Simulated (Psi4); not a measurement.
Input file for Psi4: SAPT0/jun-cc-pV(D+d)Z on H8OSi2 (a complex), monomers drawn apart or pushed together.

```
memory 1800 MB

molecule dimer {
0 1
O     0.76908816    0.68805834    0.74716409
H     1.57405291    0.16663466    0.65640225
H     0.17031394    0.35819565    0.06837880
--
0 1
Si   -1.42599261   -1.81306944    5.19432021
Si   -1.41419173    0.44248758    5.84782319
H    -0.05297992   -2.29679951    4.90349475
H    -2.25406863   -2.01725807    3.97925168
H    -1.98472052   -2.68241277    6.26207086
H    -0.03291469    0.97482477    5.87530917
H    -1.97926960    0.57104260    7.21683596
H    -2.24647316    1.25884538    4.93516134
units angstrom
symmetry c1
no_reorient
no_com
}

set {
  basis jun-cc-pV(D+d)Z
  scf_type df
  freeze_core true
}

energy('sapt0')
```

The log:

```
[...]
==> Input File <==

--------------------------------------------------------------------------
memory 1800 MB

molecule dimer {
0 1
O     0.76908816    0.68805834    0.74716409
H     1.57405291    0.16663466    0.65640225
H     0.17031394    0.35819565    0.06837880
--
0 1
Si   -1.42599261   -1.81306944    5.19432021
Si   -1.41419173    0.44248758    5.84782319
H    -0.05297992   -2.29679951    4.90349475
H    -2.25406863   -2.01725807    3.97925168
H    -1.98472052   -2.68241277    6.26207086
H    -0.03291469    0.97482477    5.87530917
H    -1.97926960    0.57104260    7.21683596
H    -2.24647316    1.25884538    4.93516134
units angstrom
symmetry c1
no_reorient
no_com
}

set {
  basis jun-cc-pV(D+d)Z
  scf_type df
  freeze_core true
}

energy('sapt0')
--------------------------------------------------------------------------


   => Loading Basis Set <=

    Name: JUN-CC-PV(D+D)Z
    Role: ORBITAL
    Keyword: BASIS
    atoms 1         entry O          line   256 file jun-cc-pv_dpd_z.gbs
    atoms 2-3, 6-11 entry H          line    60 file jun-cc-pv_dpd_z.gbs
    atoms 4-5       entry SI         line   566 file jun-cc-pv_dpd_z.gbs

   => Loading Basis Set <=

    Name: JUN-CC-PV(D+D)Z
    Role: ORBITAL
    Keyword: BASIS
    atoms 1         entry O          line   256 file jun-cc-pv_dpd_z.gbs
    atoms 2-3, 6-11 entry H          line    60 file jun-cc-pv_dpd_z.gbs
    atoms 4-5       entry SI         line   566 file jun-cc-pv_dpd_z.gbs


  //>>>>>>>>>>>>>>>>>>>>>>>>>>>>>>>>>>>//
  //              Dimer HF             //
  //<<<<<<<<<<<<<<<<<<<<<<<<<<<<<<<<<<<//

   => Libint2 <=

    Primary   basis highest AM E, G, H:  7, 6, 3
    Auxiliary basis highest AM E, G, H:  7, 7, 4
    Onebody   basis highest AM E, G, H:  -, -, -
    Solid Harmonics ordering:            Gaussian


   => Loading Basis Set <=

    Name: JUN-CC-PV(D+D)Z
    Role: ORBITAL
    Keyword: BASIS
    atoms 1         entry O          line   256 file jun-cc-pv_dpd_z.gbs
    atoms 2-3, 6-11 entry H          line    60 file jun-cc-pv_dpd_z.gbs
    atoms 4-5       entry SI         line   566 file jun-cc-pv_dpd_z.gbs


         ---------------------------------------------------------
                                   SCF
               by Justin Turney, Rob Parrish, Andy Simmonett
                          and Daniel G. A. Smith
                              RHF Reference
                        1 Threads,   1716 MiB Core
         ---------------------------------------------------------

  ==> Geometry <==

    Molecular point group: c1
    Full point group: C1

    Geometry (in Angstrom), charge = 0, multiplicity = 1:

       Center              X                  Y                   Z               Mass
    ------------   -----------------  -----------------  -----------------  -----------------
         O            0.769088160000     0.688058340000     0.747164090000    15.994914619570
         H            1.574052910000     0.166634660000     0.656402250000     1.007825032230
         H            0.170313940000     0.358195650000     0.068378800000     1.007825032230
         SI          -1.425992610000    -1.813069440000     5.194320210000    27.976926534650
         SI          -1.414191730000     0.442487580000     5.847823190000    27.976926534650
         H           -0.052979920000    -2.296799510000     4.903494750000     1.007825032230
         H           -2.254068630000    -2.017258070000     3.979251680000     1.007825032230
         H           -1.984720520000    -2.682412770000     6.262070860000     1.007825032230
         H           -0.032914690000     0.974824770000     5.875309170000     1.007825032230
         H           -1.979269600000     0.571042600000     7.216835960000     1.007825032230
         H           -2.246473160000     1.258845380000     4.935161340000     1.007825032230

  Running in c1 symmetry.

  Rotational constants: A =      0.13581  B =      0.00812  C =      0.00780 [cm^-1]
  Rotational constants: A =   4071.38875  B =    243.53320  C =    233.86355 [MHz]
  Nuclear repulsion =  131.625684289779855

  Charge       = 0
  Multiplicity = 1
  Electrons    = 44
  Nalpha       = 22
  Nbeta        = 22

  ==> Algorithm <==

  SCF Algorithm Type is DF.
  DIIS enabled.
  MOM disabled.
  Fractional occupation disabled.
  Guess Type is SAD.
  Energy threshold   = 1.00e-08
  Density threshold  = 1.00e-08
  Integral threshold = 1.00e-12

  ==> Primary Basis <==

  Basis Set: JUN-CC-PV(D+D)Z
    Blend: JUN-CC-PV(D+D)Z
    Number of shells: 54
    Number of basis functions: 112
    Number of Cartesian functions: 117
    Spherical Harmonics?: true
    Max angular momentum: 2

   => Loading Basis Set <=

    Name: (JUN-CC-PV(D+D)Z AUX)
    Role: JKFIT
    Keyword: DF_BASIS_SCF
    atoms 1         entry O          line   258 file jun-cc-pvdz-jkfit.gbs
    atoms 2-3, 6-11 entry H          line    70 file jun-cc-pvdz-jkfit.gbs
    atoms 4-5       entry SI         line   506 file jun-cc-pvdz-jkfit.gbs

  ==
[...]
 3.459106
      99A      3.481197   100A      3.483909   101A      3.500667
     102A      3.504382   103A      3.515883   104A      4.434074
     105A      4.518952   106A      4.692301   107A      4.830562
     108A      4.992141   109A      5.472171   110A      6.506253
     111A      6.982534   112A     33.508818

    Final Occupation by Irrep:
              A
    DOCC [    17 ]
    NA   [    17 ]
    NB   [    17 ]

  @DF-RHF Final Energy:  -581.34970653915707

   => Energetics <=

    Nuclear Repulsion Energy =             90.5941654869332496
    One-Electron Energy =                -985.9304168352689430
    Two-Electron Energy =                 313.9865448091786675
    Total Energy =                       -581.3497065391570686

Computation Completed


Properties will be evaluated at   0.000000,   0.000000,   0.000000 [a0]

Properties computed using the SCF density matrix


 Multipole Moments:

 ------------------------------------------------------------------------------------
     Multipole            Electronic (a.u.)      Nuclear  (a.u.)        Total (a.u.)
 ------------------------------------------------------------------------------------

 L = 1.  Multiply by 2.5417464519 to convert [e a0] to [Debye]
 Dipole X            :         91.3100447          -91.2983521            0.0116926
 Dipole Y            :         44.2295580          -44.1816147            0.0479433
 Dipole Z            :       -354.8318980          354.8190050           -0.0128930
 Magnitude           :                                                    0.0510050

 ------------------------------------------------------------------------------------

  Constructing Basis Sets for SAPT...

   => Loading Basis Set <=

    Name: (JUN-CC-PV(D+D)Z AUX)
    Role: RIFIT
    Keyword: DF_BASIS_SAPT
    atoms 1         entry O          line   188 file jun-cc-pvdz-ri.gbs
    atoms 2-3, 6-11 entry H          line    30 file jun-cc-pvdz-ri.gbs
    atoms 4-5       entry SI         line   376 file jun-cc-pvdz-ri.gbs

   => Loading Basis Set <=

    Name: (JUN-CC-PV(D+D)Z AUX)
    Role: JKFIT
    Keyword: DF_BASIS_ELST
    atoms 1         entry O          line   258 file jun-cc-pvdz-jkfit.gbs
    atoms 2-3, 6-11 entry H          line    70 file jun-cc-pvdz-jkfit.gbs
    atoms 4-5       entry SI         line   506 file jun-cc-pvdz-jkfit.gbs


  //>>>>>>>>>>>>>>>>>>>>>>>>>>>>>>>>>>>//
  //               SAPT0               //
  //<<<<<<<<<<<<<<<<<<<<<<<<<<<<<<<<<<<//



        SAPT0
    Ed Hohenstein
     6 June 2009

      Orbital Information
  --------------------------
    NSO        =       112
    NMO        =       112
    NRI        =       347
    NRI (Elst) =       505
    NOCC A     =         5
    NOCC B     =        17
    FOCC A     =         1
    FOCC B     =        10
    NVIR A     =       107
    NVIR B     =        95

    Elst10,r            =    -0.000374728321 [Eh]
    Exch10              =     0.000002361701 [Eh]
    Exch10 (S^2)        =     0.000002361693 [Eh]

    Maxiter = 50
    CPHF R converge = 1.000000E-08

    Iter     Energy [mEh]          dE [mEh]         Residual      Time [s]
       1      -0.00104707       0.001047070     2.072855e-04             0
       2      -0.00129216       0.000245092     1.181191e-04             0
       3      -0.00135690       0.000064737     2.308185e-05             0
       4      -0.00135358      -0.000003324     5.802073e-06             0
       5      -0.00135150      -0.000002074     1.215745e-06             0
       6      -0.00135213       0.000000626     1.894516e-07             0
       7      -0.00135206      -0.000000070     3.474011e-08             0
       8      -0.00135207       0.000000008     7.999070e-09             0

    CHF Iterations converged

    Maxiter = 50
    CPHF R converge = 1.000000E-08

    Iter     Energy [mEh]          dE [mEh]         Residual      Time [s]
       1      -0.02577275       0.025772749     9.531611e-04             0
       2      -0.02773168       0.001958932     3.576792e-04             0
       3      -0.02927480       0.001543116     4.068211e-05             0
       4      -0.02914269      -0.000132108     8.500122e-06             0
       5      -0.02914490       0.000002212     1.682205e-06             0
       6      -0.02914727       0.000002371     4.030753e-07             0
       7      -0.02914687      -0.000000405     6.960637e-08             0
       8      -0.02914687      -0.000000000     2.182834e-08             0
       9      -0.02914688       0.000000011     3.196925e-09             0

    CHF Iterations converged

    Ind20,r (A<-B)      =    -0.000001352066 [Eh]
    Ind20,r (B<-A)      =    -0.000029146877 [Eh]
    Ind20,r             =    -0.000030498942 [Eh]
    Exch-Ind20,r (A<-B) =     0.000000264344 [Eh]
    Exch-Ind20,r (B<-A) =     0.000000105117 [Eh]
    Exch-Ind20,r        =     0.000000369462 [Eh]
    Disp20              =    -0.000100271074 [Eh]
    Disp20 (SS)         =    -0.000050135537 [Eh]
    Disp20 (OS)         =    -0.000050135537 [Eh]
    Exch-Disp20         =     0.000000461667 [Eh]
    Exch-Disp20 (SS)    =     0.000000337035 [Eh]
    Exch-Disp20 (OS)    =     0.000000124632 [Eh]

    SAPT Results
  --------------------------------------------------------------------------------------------------------
    Electrostatics                 -0.37472832 [mEh]      -0.23514557 [kcal/mol]      -0.98384907 [kJ/mol]
      Elst10,r                     -0.37472832 [mEh]      -0.23514557 [kcal/mol]      -0.98384907 [kJ/mol]

    Exchange                        0.00236170 [mEh]       0.00148199 [kcal/mol]       0.00620065 [kJ/mol]
      Exch10                        0.00236170 [mEh]       0.00148199 [kcal/mol]       0.00620065 [kJ/mol]
      Exch10(S^2)                   0.00236169 [mEh]       0.00148198 [kcal/mol]       0.00620062 [kJ/mol]

    Induction                      -0.03046792 [mEh]      -0.01911891 [kcal/mol]      -0.07999351 [kJ/mol]
      Ind20,r                      -0.03049894 [mEh]      -0.01913838 [kcal/mol]      -0.08007496 [kJ/mol]
      Exch-Ind20,r                  0.00036946 [mEh]       0.00023184 [kcal/mol]       0.00097002 [kJ/mol]
      delta HF,r (2)               -0.00033844 [mEh]      -0.00021237 [kcal/mol]      -0.00088857 [kJ/mol]

    Dispersion                     -0.09980941 [mEh]      -0.06263135 [kcal/mol]      -0.26204956 [kJ/mol]
      Disp20                       -0.10027107 [mEh]      -0.06292105 [kcal/mol]      -0.26326167 [kJ/mol]
      Exch-Disp20                   0.00046167 [mEh]       0.00028970 [kcal/mol]       0.00121211 [kJ/mol]
      Disp20 (SS)                  -0.05013554 [mEh]      -0.03146052 [kcal/mol]      -0.13163083 [kJ/mol]
      Disp20 (OS)                  -0.05013554 [mEh]      -0.03146052 [kcal/mol]      -0.13163083 [kJ/mol]
      Exch-Disp20 (SS)              0.00033703 [mEh]       0.00021149 [kcal/mol]       0.00088488 [kJ/mol]
      Exch-Disp20 (OS)              0.00012463 [mEh]       0.00007821 [kcal/mol]       0.00032722 [kJ/mol]

  Total HF                         -0.40283454 [mEh]      -0.25278249 [kcal/mol]      -1.05764194 [kJ/mol]
  Total SAPT0                      -0.50264395 [mEh]      -0.31541384 [kcal/mol]      -1.31969150 [kJ/mol]

  Special recipe for scaled SAPT0 (see Manual):
    Electrostatics sSAPT0          -0.37472832 [mEh]      -0.23514557 [kcal/mol]      -0.98384907 [kJ/mol]
    Exchange sSAPT0                 0.00236170 [mEh]       0.00148199 [kcal/mol]       0.00620065 [kJ/mol]
    Induction sSAPT0               -0.03046792 [mEh]      -0.01911891 [kcal/mol]      -0.07999351 [kJ/mol]
    Dispersion sSAPT0              -0.09980941 [mEh]      -0.06263135 [kcal/mol]      -0.26204956 [kJ/mol]
  Total sSAPT0                     -0.50264395 [mEh]      -0.31541384 [kcal/mol]      -1.31969150 [kJ/mol]
  --------------------------------------------------------------------------------------------------------



*** Psi4 exiting successfully. Buy a developer a beer!
```

The run finished.

Cost: about 7 core-seconds (a rough figure).
